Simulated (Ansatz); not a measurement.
Ansatz (an electronic-structure program) input (HF/6-31G*):

Ansatz 0.2 input:
```yaml
crystal:
  periodic: [false, false, false]
  atoms:
    - {symbol: C, position_ang: [1.90795100, -0.69549700, -0.16332800]}
    - {symbol: C, position_ang: [0.76181700, -0.39548200, 0.82378300]}
    - {symbol: B, position_ang: [-0.48666200, 0.27079800, 0.18322300]}
    - {symbol: N, position_ang: [-1.18740800, 1.37393300, 0.59983600]}
    - {symbol: N, position_ang: [-1.02516600, -0.40969600, -1.14270600]}
    - {symbol: H, position_ang: [1.61994400, -1.42510300, -0.92613000]}
    - {symbol: H, position_ang: [2.76281300, -1.12134800, 0.35919500]}
    - {symbol: H, position_ang: [2.25305400, 0.20873100, -0.66832100]}
    - {symbol: H, position_ang: [1.12884900, 0.23391200, 1.63744400]}
    - {symbol: H, position_ang: [0.44983600, -1.33254300, 1.30440400]}
    - {symbol: H, position_ang: [-2.00578700, 1.77228300, 0.16439300]}
    - {symbol: H, position_ang: [-0.91021900, 1.87886200, 1.42944200]}
    - {symbol: H, position_ang: [-0.29001900, -0.41517900, -1.85474500]}
    - {symbol: H, position_ang: [-1.84842800, 0.03423300, -1.55175000]}
    - {symbol: H, position_ang: [-1.25732500, -1.39162600, -0.97269700]}
basis:
  gaussian:
    orbitals: 6-31G*
hamiltonian:
  xc: {name: HF}
total_charge: 1
relax: {f_tol: 0.003, max_steps: 120}
```

From the output:

```
reference -5850.59518559 eV, -215.0054073946 hartree; 20, 20 occupied and 75, 75 virtual orbitals, 1159 factors
relax step  13: F+E_penalty+E_count = -5850.59518559 eV  Δ(F+E_penalty+E_count) = -2.374e-5 eV  max|allowed force component| = 1.139e-2 eV/Å  Δτ_max = 0.0255 Å  (31 SCF iters, accepted)
these checks for a lower state are left out or cut short: starts, cluster_reference, orbital_swaps, neighbouring_geometries, increment
integrals: 0.05 GiB planned
1159 factors; integrals over basis functions are off by at most 3.1e-4 eV
mean field: 0.28 GiB planned
mean field evaluation 96: about -5850.5952 eV, gradient 1.0e-5 eV
mean field -5850.59519438 eV, -215.0054077177 hartree, gradient 1.0e-5 eV, S^2 0.000000; 0 other end points of the search recorded, 0 dependent functions left out
the calculation of the forces begins
reference -5850.59519438 eV, -215.0054077177 hartree; 20, 20 occupied and 75, 75 virtual orbitals, 1159 factors
relax step  14: F+E_penalty+E_count = -5850.59519438 eV  Δ(F+E_penalty+E_count) = -8.792e-6 eV  max|allowed force component| = 6.781e-3 eV/Å  Δτ_max = 0.0043 Å  (23 SCF iters, accepted)
these checks for a lower state are left out or cut short: starts, cluster_reference, orbital_swaps, neighbouring_geometries, increment
integrals: 0.05 GiB planned
1159 factors; integrals over basis functions are off by at most 3.1e-4 eV
mean field: 0.28 GiB planned
mean field -5850.59520227 eV, -215.0054080077 hartree, gradient 1.5e-5 eV, S^2 0.000000; 0 other end points of the search recorded, 0 dependent functions left out
the calculation of the forces begins
reference -5850.59520227 eV, -215.0054080077 hartree; 20, 20 occupied and 75, 75 virtual orbitals, 1159 factors
relax step  15: F+E_penalty+E_count = -5850.59520227 eV  Δ(F+E_penalty+E_count) = -7.890e-6 eV  max|allowed force component| = 4.188e-3 eV/Å  Δτ_max = 0.0109 Å  (23 SCF iters, accepted)
these checks for a lower state are left out or cut short: starts, cluster_reference, orbital_swaps, neighbouring_geometries, increment
integrals: 0.05 GiB planned
1159 factors; integrals over basis functions are off by at most 3.1e-4 eV
mean field: 0.28 GiB planned
mean field -5850.59520386 eV, -215.0054080662 hartree, gradient 1.1e-5 eV, S^2 0.000000; 0 other end points of the search recorded, 0 dependent functions left out
the calculation of the forces begins
reference -5850.59520386 eV, -215.0054080662 hartree; 20, 20 occupied and 75, 75 virtual orbitals, 1159 factors
relax step  16: F+E_penalty+E_count = -5850.59520386 eV  Δ(F+E_penalty+E_count) = -1.591e-6 eV  max|allowed force component| = 2.377e-3 eV/Å  Δτ_max = 0.0054 Å  (23 SCF iters, accepted)
integrals: 0.05 GiB planned
1159 factors; integrals over basis functions are off by at most 3.1e-4 eV
mean field: 0.28 GiB planned
mean field -5850.59520386 eV, -215.0054080662 hartree, gradient 1.1e-5 eV, S^2 0.000000; 1 other end points of the search recorded, 0 dependent functions left out
the calculation of the forces begins
reference -5850.59520386 eV, -215.0054080662 hartree; 20, 20 occupied and 75, 75 virtual orbitals, 1159 factors
Total energy: -5850.59520386 eV, -215.0054080662 hartree
Atom 0 at     1.932717    -0.682612    -0.135872 Å, force    -0.000416     0.000537    -0.000338 eV/Å
Atom 1 at     0.754978    -0.427216     0.827360 Å, force     0.000703    -0.001052     0.000981 eV/Å
Atom 2 at    -0.489165     0.268560     0.171840 Å, force     0.002377    -0.001146    -0.001677 eV/Å
Atom 3 at    -1.151348     1.402451     0.561606 Å, force    -0.001686     0.001829    -0.000845 eV/Å
Atom 4 at    -1.068376    -0.428529    -1.136829 Å, force    -0.001512    -0.000152     0.000732 eV/Å
Atom 5 at     1.669741    -1.369641    -0.936910 Å, force     0.000272     0.000500     0.000584 eV/Å
Atom 6 at     2.763344    -1.128515     0.395310 Å, force    -0.000353     0.000186    -0.000298 eV/Å
Atom 7 at     2.291268     0.238025    -0.584958 Å, force    -0.000339    -0.000896     0.000243 eV/Å
Atom 8 at     1.096256     0.175567     1.662913 Å, force    -0.000335    -0.000180    -0.000117 eV/Å
Atom 9 at     0.437127    -1.375485     1.262402 Å, force     0.000193     0.000559     0.000034 eV/Å
Atom 10 at    -1.947998     1.814796     0.123786 Å, force    -0.000205    -0.000127     0.000768 eV/Å
Atom 11 at    -0.852980     1.914444     1.366172 Å, force     0.000304    -0.000425     0.000137 eV/Å
Atom 12 at    -0.428427    -0.314408    -1.912517 Å, force    -0.000449    -0.000171     0.000420 eV/Å
Atom 13 at    -1.965115    -0.074972    -1.438056 Å, force     0.001319    -0.000425     0.000120 eV/Å
Atom 14 at    -1.168772    -1.426187    -1.004205 Å, force     0.000127     0.000962    -0.000744 eV/Å
Dipole moment:    -0.938346    -0.007615    -0.659276 e Å
```

The dipole moment of an ion depends on the origin.

The geometry given is a B3LYP-D3(BJ)/def2-TZVP minimum.
